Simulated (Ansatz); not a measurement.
Species: InCl, charge -1, multiplicity 2. 
Structure (B3LYP-D3(BJ)/def2-TZVP (Ansatz, a first-principles code) minimum search):
```xyz
2

In     0.0000     0.0000    -0.6762
Cl     0.0000     0.0000     1.9490
```
Charge -1, spin multiplicity 2.

Basis-set convergence of Hartree-Fock and CCSD correlation energies (hartree) with Ansatz. Valence correlation only, unless marked. Open shells are spin-unrestricted. Spin-orbit coupling is left out. Frozen are the shells of the preceding noble gas and the d and f shells that filled before the atom's block. In def2 rows, elements after Kr have scalar-relativistic effective core potentials.

```csv
basis,functions,E(HF),"E(corr, CCSD)"
def2-SVPD,59,-648.66187,-0.21154
def2-TZVPPD,107,-648.81510,-0.26720
def2-QZVPPD,167,-648.82866,-0.28825
```

Extrapolating the two largest sets (X = 3 and 4) as X^-3: E(corr) = (64·(-0.28825) - 27·(-0.26720))/37 = -0.3036 Eh, an estimate of the basis-set limit. The largest set recovers 94.9 % of it, the smallest 69.7 %.
